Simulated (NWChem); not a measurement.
System: C2H4N2OSi; SMILES O[Si@H]1C=NC=N1

Input file for NWChem:

```
start job
memory heap 200 mb stack 900 mb global 1100 mb
geometry units angstroms noautosym nocenter noautoz
  O      0.026996    -2.118276    -0.480811
  Si     0.022879    -0.742497     0.435199
  C      1.253003     0.654935    -0.016738
  N      0.592187     1.725164    -0.263250
  C     -0.837495     1.475452    -0.157033
  N     -1.340838     0.349397     0.145278
  H     -0.199016    -2.038561    -1.412476
  H      0.120277    -1.182423     1.847753
  H      2.350425     0.701462    -0.050637
  H     -1.452965     2.364373    -0.366796
end
basis spherical
  O library def2-svp
  Si library def2-svp
  C library def2-svp
  N library def2-svp
  H library def2-svp
end
dft
  xc b3lyp
  iterations 150
  mulliken
end
task dft energy
esp
  recalculate
  probe 0.07
  range 0.3
  factor 1.0
  spacing 0.02
end
task esp
```

Excerpt of the output:

```
             Northwest Computational Chemistry Package (NWChem) 7.3.0
             --------------------------------------------------------

                             Geometry "geometry" -> ""
                             -------------------------

 Output coordinates in angstroms (scale by  1.889725989 to convert to a.u.)

  No.       Tag          Charge          X              Y              Z
 ---- ---------------- ---------- -------------- -------------- --------------
    1 O                    8.0000     0.02699600    -2.11827600    -0.48081100
    2 Si                  14.0000     0.02287900    -0.74249700     0.43519900
    3 C                    6.0000     1.25300300     0.65493500    -0.01673800
    4 N                    7.0000     0.59218700     1.72516400    -0.26325000
    5 C                    6.0000    -0.83749500     1.47545200    -0.15703300
    6 N                    7.0000    -1.34083800     0.34939700     0.14527800
    7 H                    1.0000    -0.19901600    -2.03856100    -1.41247600
    8 H                    1.0000     0.12027700    -1.18242300     1.84775300
    9 H                    1.0000     2.35042500     0.70146200    -0.05063700
   10 H                    1.0000    -1.45296500     2.36437300    -0.36679600

 Effective nuclear repulsion energy (a.u.)     281.3824806457

                                 NWChem DFT Module
                                 -----------------

 Summary of "ao basis" -> "ao basis" (spherical)
 ------------------------------------------------------------------------------
       Tag                 Description            Shells   Functions and Types
 ---------------- ------------------------------  ------  ---------------------
 O                          def2-svp                 6       14   3s2p1d
 Si                         def2-svp                 8       18   4s3p1d
 C                          def2-svp                 6       14   3s2p1d
 N                          def2-svp                 6       14   3s2p1d
 H                          def2-svp                 3        5   2s1p

            General Information
            -------------------
          SCF calculation type: DFT
          Wavefunction type:  closed shell.
          No. of atoms     :    10
          No. of electrons :    52
           Alpha electrons :    26
            Beta electrons :    26
          Charge           :     0
          Spin multiplicity:     1
          Use of symmetry is: off; symmetry adaption is: off
          Maximum number of iterations: 150
          AO basis - number of functions:   108
                     number of shells:    50
          Convergence on energy requested:  1.00D-06
          Convergence on density requested:  1.00D-05
          Convergence on gradient requested:  5.00D-04

              XC Information
              --------------
                         B3LYP Method XC Potential
                     Hartree-Fock (Exact) Exchange  0.200
                        Slater Exchange Functional  0.800 local
                    Becke 1988 Exchange Functional  0.720 non-local
              Lee-Yang-Parr Correlation Functional  0.810
                  VWN I RPA Correlation Functional  0.190 local

             Grid Information
             ----------------
          Grid used for XC integration:  medium
          Radial quadrature: Mura-Knowles
          Angular quadrature: Lebedev.
          Tag              B.-S. Rad. Rad. Pts. Rad. Cut. Ang. Pts.
          ---              ---------- --------- --------- ---------
          O                   0.60       49          12.0       434
          Si                  1.10       88          10.0       590
          C                   0.70       49          10.0       434
          N                   0.65       49          11.0       434
          H                   0.35       45          12.0       434
          Grid pruning is: on
          Number of quadrature shells:   513
          Spatial weights used:  Erf1

[...]

                     NWChem Electrostatic Potential Fit Module
                     -----------------------------------------

 Atom parameters

 Number of atoms is                                   10
 Number of basis functions is                        108

 Grid parameters

 Maximum number of grid points is                  41319
 Number of grid points is                          41318
 Grid range                                     0.300000 nm
 Grid spacing                                   0.020000 nm
 Probe radius                                   0.070000 nm
 Atom radius factor                             1.000000

 Atomic radii

    1    0.100000
    6    0.147000
    7    0.140000
    8    0.136000
   14    0.187000
 FASTESP  F
  using M.O. file = ./job.movecs

    Atom              Coordinates                           Charge

                                                  ESP

    1 O     0.002700   -0.211828   -0.048081   -0.703045
    2 Si    0.002288   -0.074250    0.043520    0.947608
    3 C     0.125300    0.065494   -0.001674   -0.036728
    4 N     0.059219    0.172516   -0.026325   -0.465432
    5 C    -0.083750    0.147545   -0.015703    0.632788
    6 N    -0.134084    0.034940    0.014528   -0.693564
    7 H    -0.019902   -0.203856   -0.141248    0.430479
    8 H     0.012028   -0.118242    0.184775   -0.144113
    9 H     0.235043    0.070146   -0.005064    0.075747
   10 H    -0.145297    0.236437   -0.036680   -0.043740
                                            ------------
                                                0.000000

 Dipole moment                                  0.583659

 Quadrupole moment Qxx                         -0.137323
                   Qyy                         -9.174437
                   Qzz                          9.311760

 RMS deviation kJ/mol                           0.076937

 RRMS %                                        31.605495
```

Level: B3LYP/def2-SVP. Coordinates come from a PBE0/def2-SVP optimisation.
